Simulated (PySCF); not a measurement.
**A small calculation by hand: entropy of an ideal gas**

cyclobutene (C₄H₆), SMILES C1CC=C1.

Geometry: B3LYP-D3(BJ)/def2-SVP.

B3LYP-D3(BJ)/def2-SVP in PySCF gives the harmonic wavenumbers 324, 646, 864, 866, 898, 902, 948, 996, 1035, 1089, 1134, 1161, 1213, 1231, 1322, 1440, 1463, 1651, 3033, 3038, 3081, 3091, 3172, 3203 cm⁻¹ and the rotational temperatures 0.6179, 0.5859, 0.3269 K. The molar mass is 54.09 g/mol, the symmetry number 2, the spin multiplicity 1.

Problem. Work out the entropy at 298.15 K and 1 atm in the rigid-rotor, harmonic-oscillator model.

Solution. 
Translation (Sackur–Tetrode at 1 atm): S = R[1.5 ln M + 2.5 ln T − 1.16487] = 158.5 J/(mol K).
Rotation: q = (√π/σ) T^1.5/√(θA θB θC) = 13300, S = R[ln q + 3/2] = 91.4 J/(mol K).
Vibration: with u = 1.4388 ν/T, each mode gives R[u/(e^u − 1) − ln(1 − e^−u)]:
```csv
ν (cm⁻¹),modes,u,S (J/(mol K))
324,1,1.56,5.40
646,1,3.12,1.58
864,1,4.17,0.67
866,1,4.18,0.67
898,1,4.33,0.59
902,1,4.35,0.58
948,1,4.57,0.48
996,1,4.81,0.40
1035,1,4.99,0.34
1089,1,5.26,0.27
1134,1,5.47,0.23
1161,1,5.60,0.20
1213,1,5.85,0.16
1231,1,5.94,0.15
1322,1,6.38,0.10
1440,1,6.95,0.06
1463,1,7.06,0.06
1651,1,7.97,0.03
```
The stiffer modes add less than 0.005 each. Sum 12.0 J/(mol K).
Spin: R ln 1 = 0.0 J/(mol K).
Total 261.9 J/(mol K); the program's own thermochemistry gives 261.9. Translation makes up 61 % and vibration 5 %. Anharmonicity, hindered rotation and orbital degeneracy are left out.
